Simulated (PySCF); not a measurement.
**Computed structure and properties of Gd(OH)3(NH3)**

System: Gd(OH)3(NH3) (singlet in the valence; each metal's 4f electrons, 7 of them, lie in its core potential, out of spins and levels); start: template (C1). Method: PySCF 2.14.0, RKS TPSS, Gd lcecp-1-SVP with ECP53, O def2-SVP, H def2-SVP, N def2-SVP; non-relativistic Hamiltonian with scalar-relativistic core potentials where named; density fitting; no spin-orbit coupling.

Input of the relaxation:

```python
mol = gto.M(atom='''
Gd     0.01640    -0.01530     0.01309
O      1.27260     1.24090     1.26929
H      1.79220     1.51300     2.03639
O     -1.23980    -1.27150     1.26929
H     -1.75940    -1.54360     2.03639
O      1.27260    -1.27150    -1.24311
H      1.79220    -2.03860    -1.51521
N     -1.44570     1.44680    -1.44901
H     -2.05890     2.06000    -0.91201
H     -0.90870     2.06000    -2.06221
H     -2.05890     0.90980    -2.06221''',
    basis={'Gd': 'lcecp-1-SVP', 'O': 'def2-SVP', 'H': 'def2-SVP', 'N': 'def2-SVP'},
    ecp={'Gd': 'lcecp-1-SVP'},
    charge=0, spin=0)
mf = dft.RKS(mol, xc='TPSS')
mf.grids.atom_grid = (50, 194)  # f atoms: unpruned, at least (60, 302)
mf = mf.density_fit()  # fitting sets: Gd AutoAux, O def2-universal-JKFIT, H def2-universal-JKFIT, N def2-universal-JKFIT
mf.conv_tol = 1e-08; mf.max_cycle = 55
mf.kernel(dm0)  # dm0: converged density of the start geometry
# quasi-Newton relaxation in Cartesian coordinates to a largest gradient under 0.00045 Eh/bohr, steps kept in the point group
```

Run from Python with OMP_NUM_THREADS=2; the lines above give its settings. Where DIIS fails, smearing, a level shift and second-order steps follow.
It took 2.3 min on 2 threads of Arm Neoverse V2, on a shared host, from the converged density of the start.

Course of the relaxation:

```json
{"step": "0", "energy above end (eV)": "0.4148", "largest force component within the symmetry (eV/Å)": "1.634"}
{"step": "1", "energy above end (eV)": "0.1968", "largest force component within the symmetry (eV/Å)": "0.905"}
{"step": "2", "energy above end (eV)": "0.1127", "largest force component within the symmetry (eV/Å)": "0.271"}
{"step": "3", "energy above end (eV)": "0.0955", "largest force component within the symmetry (eV/Å)": "0.530"}
{"step": "4", "energy above end (eV)": "0.0646", "largest force component within the symmetry (eV/Å)": "0.112"}
{"step": "5", "energy above end (eV)": "0.0461", "largest force component within the symmetry (eV/Å)": "0.299"}
{"step": "6", "energy above end (eV)": "0.0354", "largest force component within the symmetry (eV/Å)": "0.312"}
{"step": "7", "energy above end (eV)": "0.0269", "largest force component within the symmetry (eV/Å)": "0.315"}
{"step": "13", "energy above end (eV)": "0.0006", "largest force component within the symmetry (eV/Å)": "0.038"}
{"step": "14", "energy above end (eV)": "0.0004", "largest force component within the symmetry (eV/Å)": "0.038"}
{"step": "15", "energy above end (eV)": "0.0002", "largest force component within the symmetry (eV/Å)": "0.028"}
{"step": "16", "energy above end (eV)": "0.0001", "largest force component within the symmetry (eV/Å)": "0.025"}
{"step": "17", "energy above end (eV)": "0.0000", "largest force component within the symmetry (eV/Å)": "0.024"}
{"step": "18", "energy above end (eV)": "0.0000", "largest force component within the symmetry (eV/Å)": "0.019"}
```
(The steps between are left out.)

Relaxed geometry (C1, nearly C3v):

```xyz
11

Gd    0.1640   -0.2089    0.2570
O     1.2104    1.3304    1.2274
H     1.7319    1.9671    1.7319
O    -1.4349   -1.1257    1.2643
H    -2.0943   -1.6002    1.7866
O     1.1426   -1.2767   -1.2626
H     1.6561   -1.8045   -1.8869
N    -1.2605    1.2827   -1.2620
H    -1.8726    1.9086   -0.7234
H    -0.6942    1.8836   -1.8742
H    -1.8738    0.7336   -1.8775
```

```csv
contact,Å
Gd1–O2 (OH),2.099
Gd1–O4 (OH),2.100
Gd1–O6 (OH),2.099
Gd1–N8 (NH3),2.562
```

On the finer grid (75, 302):

```json
{"HOMO": "-5.35 eV", "LUMO": "-0.73 eV", "Dipole about the centre of mass": "4.17 D", "Set of Mulliken populations of Gd1 outside the core potential": "s 2.18, p 6.44, d 1.48, f 0.08", "D3(BJ) dispersion energy (not in the energies)": "-0.242 eV"}
```

```csv
atom,Mulliken (e),Löwdin (e),spin (e)
Gd1,0.82,0.41,0.00
O2,-0.51,-0.31,0.00
H3,0.17,0.08,0.00
O4,-0.51,-0.31,0.00
H5,0.17,0.08,0.00
O6,-0.51,-0.31,0.00
H7,0.17,0.08,0.00
N8,-0.26,-0.01,0.00
H9,0.16,0.10,0.00
H10,0.16,0.10,0.00
H11,0.16,0.10,0.00
```

The 4f levels lie in the core potential and are missing. Their spin isn't counted.

No frequency check is given for this geometry.

Taking off one OH (charge -1, singlet; the rest: singlet) in vacuum, both parts rigid, costs 10.37 eV; the small basis without counterpoise inflates it. Most of it is the attraction of opposite charges; other ways to part are cheaper, and one spin state was tried for the rest.

Rigid scan of OH along the line from its metal:

```tsv
distance to O2 (Å)	energy (eV)
1.80	1.278
1.90	0.487
2.00	0.105
2.10	0.000
2.20	0.078
2.30	0.274
2.50	0.850
2.80	1.841
3.20	3.036
3.70	4.161
```

Taking off one NH3 (charge 0, singlet; the rest: singlet) in vacuum, both parts rigid, costs 1.26 eV; the small basis without counterpoise inflates it.

Rigid scan of NH3 along the line from its metal:

| distance to N8 (Å) | energy (eV) |
| --- | --- |
| 2.26 | 0.318 |
| 2.36 | 0.121 |
| 2.46 | 0.026 |
| 2.56 | 0.000 |
| 2.66 | 0.019 |
| 2.76 | 0.066 |
| 2.96 | 0.202 |
| 3.26 | 0.424 |
| 3.66 | 0.670 |
| 4.16 | 0.880 |

One start shape was tried, so this needn't be the lowest isomer.

An lcecp potential fixes the number of 4f electrons, so in runs with it no electron can move into or out of that shell.
